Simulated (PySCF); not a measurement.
# Electronic absorption of C4H7NS2Si

C4H7NS2Si.
SMILES with atom numbers: `[N:1]#[C:2][CH2:3][Si@@H:4]1[CH2:5][S:6][CH2:7][S:8]1` (hydrogens: H9, H10 on C3; H11 on Si4; H12, H13 on C5; H14, H15 on C7)

Theory: TDDFT wB97X-D/def2-SVPD, vertical, gas phase, core orbitals frozen in the response in PySCF 2.14.0, density-fitted response routines. Geometry: GFN2-xTB, one conformer, isolated molecule.

**Question.** List the vertical singlet excitations with oscillator strengths and describe the spectrum.

**Answer.** 

```csv
state,λ (nm),E (eV),f,"main configurations (H = HOMO, L = LUMO)"
S1,243.3,5.09,0.0011,H→L (76%)
S2,224.9,5.51,0.0005,H-1→L (73%)
S3,204.9,6.05,0.0053,"H→L+2 (35%), H→L+1 (30%), H→L (9%)"
S4,199.4,6.22,0.014,"H-1→L+1 (35%), H→L+1 (26%), H→L+2 (15%)"
S5,192.1,6.45,0.021,"H-1→L+1 (38%), H→L+3 (30%), H→L+1 (10%)"
S6,183.3,6.77,0.022,"H-1→L+2 (40%), H-1→L+3 (22%)"
S7,180.6,6.87,0.070,"H→L+3 (18%), H→L+2 (16%), H→L+4 (16%)"
S8,178.2,6.96,0.016,"H→L+4 (44%), H→L+3 (9%), H→L+2 (8%)"
```

Triplets (Tamm–Dancoff): T1 4.69 eV, H→L (69%); T2 5.13 eV, H-1→L (66%); T3 5.74 eV, H→L+3 (42%), H→L+2 (24%).

The lowest singlet comes at 243 nm (492 kJ/mol) in the ultraviolet; it is very weak; its leading configuration is HOMO→LUMO (76%). The strongest level in the table is S7 at 6.87 eV (181 nm, f = 0.070). Löwdin shares by element: HOMO sulfur 77%, carbon 15% or more; LUMO sulfur 53%, silicon 13%, carbon 8% or more (atoms not listed hold the other 26%). The listed states span 1.86 eV, and the widest gap between neighbours is 0.54 eV (S2 to S3). Weighted by f, the mean energy of these states is 6.70 eV. Of the 8 states listed, 5 reach f = 0.01 and none stays under 0.0005. No computed singlet lies in the visible range (380 to 750 nm); the lowest, at 243 nm, stands 1.83 eV above its violet end (3.26 eV). The window holds the lowest 8 singlets.
